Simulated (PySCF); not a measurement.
This PySCF input asks for the NMR shieldings of SMILES CCO[Si@@H]1[SiH2][SiH2][Si@@H]1O, C2H12O2Si4; the geometry comes from GFN2-xTB.

```python
import basis_set_exchange as bse
import numpy as np
from pyscf import gto, dft
from pyscf.prop import nmr

atoms = """
C     2.719553    0.295680    0.676202
C     2.172298   -0.542122   -0.470723
O     0.899809   -1.018023   -0.150202
Si   -0.473114   -0.961952   -1.053524
Si   -1.043859    1.300729   -1.419681
Si   -2.502072    1.208173    0.441033
Si   -2.068236   -1.108451    0.654474
O    -1.509267   -1.606891    2.110391
H     3.719777    0.646255    0.437219
H     2.072322    1.152779    0.849560
H     2.761219   -0.299855    1.585007
H     2.827754   -1.401582   -0.659351
H     2.132193    0.061895   -1.385149
H    -0.274256   -1.874241   -2.200135
H     0.052184    2.287418   -1.354297
H    -1.669250    1.633049   -2.708332
H    -2.131555    2.083775    1.570150
H    -3.892914    1.619900    0.191121
H    -3.185438   -2.046080    0.513139
H    -0.612297   -1.419777    2.370063
"""
names = dict.fromkeys(["C", "O", "Si", "H"], "pcSseg-1")
basis = {el: gto.basis.parse(bse.get_basis(n, elements=[el], fmt="nwchem")) for el, n in names.items()}
mol = gto.M(atom=atoms, basis=basis, charge=0, verbose=0)
mf = dft.RKS(mol, xc="PBE0")
mf.grids.level = 2
mf.grids.alignment = dft.numint.BLKSIZE   # the property module wants whole blocks of grid points
mf.conv_tol = 1e-9
mf.kernel()

calc = nmr.RKS(mf)   # GIAO
C = mf.mo_coeff
Co = C[:, mf.mo_occ > 0]
resp = mf.gen_response(singlet=True, hermi=2)
def vind(x):   # induced exchange potential for any number of trial vectors
    d = np.einsum("pi,xij,qj->xpq", C, 2 * x.reshape(-1, C.shape[1], Co.shape[1]), Co, optimize=True)
    return np.einsum("xpq,pi,qj->xij", resp(d - d.transpose(0, 2, 1)), C, Co, optimize=True).ravel()
mo1, _ = nmr.rhf.solve_mo1(calc, with_cphf=vind)
sigma = calc.kernel(mo1)
for i, s in enumerate(sigma):   # ppm
    w = np.linalg.eigvalsh((s + s.T) / 2)
    print("%2d %-2s iso %8.1f  s11 %8.1f  s22 %8.1f  s33 %8.1f" % (i, mol.atom_pure_symbol(i), w.mean(), *w))
```

Question: What does it print?

Answer: 
```
 0 C  iso    165.5  s11    147.0  s22    163.9  s33    185.6
 1 C  iso    121.5  s11     91.1  s22    104.7  s33    168.7
 2 O  iso    334.4  s11    270.9  s22    357.4  s33    374.9
 3 Si iso    329.3  s11    249.9  s22    355.3  s33    382.6
 4 Si iso    468.6  s11    441.3  s22    451.9  s33    512.4
 5 Si iso    445.2  s11    395.0  s22    431.1  s33    509.4
 6 Si iso    336.9  s11    266.2  s22    352.7  s33    391.6
 7 O  iso    320.0  s11    242.5  s22    345.6  s33    372.0
 8 H  iso     30.7  s11     26.8  s22     27.2  s33     38.2
 9 H  iso     30.4  s11     26.2  s22     30.6  s33     34.5
10 H  iso     30.4  s11     27.0  s22     28.4  s33     35.7
11 H  iso     27.5  s11     22.3  s22     26.9  s33     33.3
12 H  iso     28.2  s11     24.1  s22     28.3  s33     32.2
13 H  iso     25.3  s11     22.1  s22     23.7  s33     30.3
14 H  iso     27.8  s11     24.1  s22     26.2  s33     33.0
15 H  iso     28.2  s11     24.6  s22     25.7  s33     34.3
16 H  iso     27.5  s11     24.6  s22     24.9  s33     32.8
17 H  iso     27.7  s11     24.1  s22     25.4  s33     33.6
18 H  iso     25.6  s11     22.4  s22     24.5  s33     29.8
19 H  iso     30.6  s11     21.2  s22     28.5  s33     42.2
```

These numbers come from an equivalent density-fitted implementation of the same equations, which agrees with the script to about 0.01 ppm for H and up to a few tenths of a ppm for heavy atoms, so last digits may differ.

Question: Turn these shieldings into chemical shifts. Referencing at the same level of theory: TMS for 13C (186.93 ppm), 29Si (349.16 ppm), 1H (31.72 ppm); H2O for 17O (336.08 ppm).

Answer: Averaging equivalent atoms: C 1: 65.4; C 0: 21.4; O 7: 16.0; O 2: 1.7; Si 3: 19.9; Si 6: 12.3; Si 5: -96.0; Si 4: -119.4; H 13: 6.38; H 18: 6.15; H 16: 4.26; H 11: 4.20; H 17: 4.03; H 14: 3.94; H 15: 3.53; H 12: 3.50; H 8/9/10: 1.21; H 19: 1.12 ppm. Experimental scales use liquid or dissolved standards, which lie at an offset from isolated H2O (liquid H2O: subtract about 36 ppm).

Size and cost of the density-fitted run: 224 basis functions, 2.2 min wall time (110 s CPU) on 1 thread of an AMD EPYC, shared host; peak memory 1 GiB.
